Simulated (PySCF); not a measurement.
Match each property card to its molecule.

Structures:
1. `CN(C)C([SiH3])=C=S`
2. `C=C(O[SiH2]O)OC(F)F`
3. `C#C[SiH2]O[SiH](O[SiH3])O[SiH3]`
4. `FC(F)(F)[SiH2]O`

Card P (geometry GFN2-xTB):
- Rotational constants A, B, C: 2.143, 0.877, 0.694 GHz
- Static isotropic polarisability (wB97X-D/def2-SVPD): 74.6 au
- HOMO energy (wB97X-D/def2-SVPD): -9.10 eV
- Dipole moment (wB97X-D/def2-SVPD): 1.60 D
- 13C chemical shifts (computed TMS as zero) by class (GIAO PBE0/pcSseg-1): 164.3 (1 C), 121.2 (1 C), 70.2 (1 C) ppm
- Point group: C1

Card Q (geometry PBE0-D3(BJ)/def2-SVP):
- Rotational constants A, B, C: 4.481, 1.976, 1.853 GHz
- Static isotropic polarisability (PBE0/def2-SVPD): 45.7 au
- Vertical ionisation energy (ΔSCF PBE0/def2-SVPD): 11.43 eV
- Lowest triplet excitation (Tamm–Dancoff) (TDA PBE0/def2-SVPD): 6.86 eV
- Dipole moment (PBE0/def2-SVPD): 2.03 D

Card R (geometry GFN2-xTB):
* Rotational constants A, B, C: 2.124, 1.306, 0.844 GHz
* Static isotropic polarisability (PBE0/def2-SVPD): 111.7 au
* Isotropic shieldings of nuclei other than C and H, by class (GIAO PBE0/pcSseg-1): 257 (1 N), 403 (1 Si), -20 (1 S) ppm
* 13C chemical shifts (computed TMS as zero) by class (GIAO PBE0/pcSseg-1): 306.2 (1 C), 88.8 (1 C), 45.8 (2 C) ppm
* Point group: C1
* HOMO energy (PBE0/def2-SVPD): -5.52 eV

Card S (geometry PBE0-D3(BJ)/def2-SVP):
- Rotational constants A, B, C: 0.802, 0.764, 0.635 GHz
- Static isotropic polarisability (CAM-B3LYP/def2-SVPD): 125.6 au
- Lowest triplet excitation (Tamm–Dancoff) (TDA CAM-B3LYP/def2-SVPD): 4.87 eV
- Isotropic shieldings of nuclei other than C and H, by class (GIAO HF/pcSseg-1): 286 (1 O), 302 (2 O), 437 (2 Si), 447 (1 Si), 468 (1 Si) ppm
- Vertical ionisation energy (ΔSCF CAM-B3LYP/def2-SVPD): 10.56 eV
- HOMO energy (CAM-B3LYP/def2-SVPD): -9.80 eV
- 13C chemical shifts (computed TMS as zero) by class (GIAO HF/pcSseg-1): 112.4 (1 C), 88.0 (1 C) ppm

All species are isolated and taken at one optimised geometry, non-relativistic unless stated; the electronic structure was computed with PySCF and density fitting. NMR classes are plain means over equivalent atoms (diastereotopic ones count apart unless rotation or inversion swaps them), as if these changed places fast.

Which card belongs to which structure?

P = 2, Q = 4, R = 1, S = 3. What ties each card to its structure:
- 1 (card R), C4H9NSSi, monoisotopic mass 131.0 u, 7 heavy atoms: 4 C in 3 classes; the least shielded carbon (306.2 ppm) is a central carbon of cumulated double bonds; an asymmetric top with C = 0.844 GHz; polarisability 111.7 au for 70 electrons.
- 2 (card P), C3H6F2O3Si, monoisotopic mass 156.0 u, 9 heavy atoms: 3 C in 3 classes; the least shielded carbon (164.3 ppm) is a vinylic carbon bearing oxygen; an asymmetric top with C = 0.694 GHz; polarisability 74.6 au for 80 electrons; dipole 1.60 D.
- 3 (card S), C2H10O3Si4, monoisotopic mass 194.0 u, 9 heavy atoms: 2 C in 2 classes; the least shielded carbon (112.4 ppm) is a terminal alkyne carbon; an asymmetric top with C = 0.635 GHz, the lowest such constant on the cards; polarisability 125.6 au for 102 electrons.
- 4 (card Q), CH3F3OSi, monoisotopic mass 116.0 u, 6 heavy atoms: an asymmetric top with C = 1.853 GHz, the highest such constant on the cards; polarisability 45.7 au for 58 electrons; dipole 2.03 D.
